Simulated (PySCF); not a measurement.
AsH: from constants to spectrum

UHF-CCSD(T) constants of AsH, ³Σ⁻ (triplet), unpaired electrons π ↑↑ (basis As aug-cc-pVDZ-PP with ECP10, H aug-cc-pVDZ; scalar-relativistic core potentials; PySCF 2.14; masses 74.9216 and 1.0078 u):

- ωe: 2128.3 cm⁻¹
- ωexe: 40.3 cm⁻¹
- Be: 7.1637 cm⁻¹
- αe: 0.206 cm⁻¹
- De to As + H: 2.64 eV

What force constant and bond length do these constants imply?

Reduced mass μred = 0.99445 u; k = 5.8918×10⁻⁷·μred·ωe² (u, cm⁻¹, mdyn/Å) = 2.65 mdyn/Å; Re = √(16.8576/(μred·Be)) (u, cm⁻¹, Å) = 1.538 Å.

Estimate the centrifugal constant D from the Kratzer relation and find the Dunham coefficient a1.

D = 4Be³/ωe² = 0.000325 cm⁻¹; a1 = −1 − αeωe/(6Be²) = -2.42.

Correlated steps freeze 4 core orbitals. Correlated levels converge slowly with the basis: in double zeta they bind strong bonds too weakly, by up to about 1 eV, and carry superposition errors of some tenths. Spin–orbit coupling is left out. The state is the lowest determinant that a PBE0 search found; another state may lie lower at other levels.
